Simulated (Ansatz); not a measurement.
Consider the formal exchange of groups at a B–B bond: `OBB[SiH3]` + `F[SiH3]` → `F[SiH2]B[SiH3]` + `BO`.

Gas-phase electronic energies from Ansatz, PBE0-D4/def2-TZVP geometries. CBS: MP2 limit from def2 TZ/QZ plus the TZ coupled-cluster correction, frozen cores. This one scheme is used for every species. Functionals use def2-TZVPP. B3LYP here is the variant with VWN-RPA as its local correlation; programs differ in this. One conformer a species, not always the lowest.

```
        level  ΔE (kcal/mol)  difference from CCSD(T)/CBS
  LDA (SPW92)            0.7                          0.5
       PBE-D4            0.1                         -0.1
     B3LYP-D4            0.4                          0.2
   r2SCAN0-D4            0.6                          0.4
       revPBE            0.5                          0.3
       r2SCAN            0.7                          0.5
      r2SCAN0            0.7                          0.5
    CAM-B3LYP            1.1                          0.9
 MP2/def2-SVP            0.5                          0.3
MP2/CBS(def2)            0.6                          0.4
  CCSD(T)/CBS            0.2                            0
```

Largest T1 diagnostic among the species: 0.014.

Leaving LDA and LC-ωPBE aside and taking each functional with its dispersion term where it has one, the values, not all of them listed here, spread over 1.2 kcal/mol, from revPBE-D4 to B97M-V.
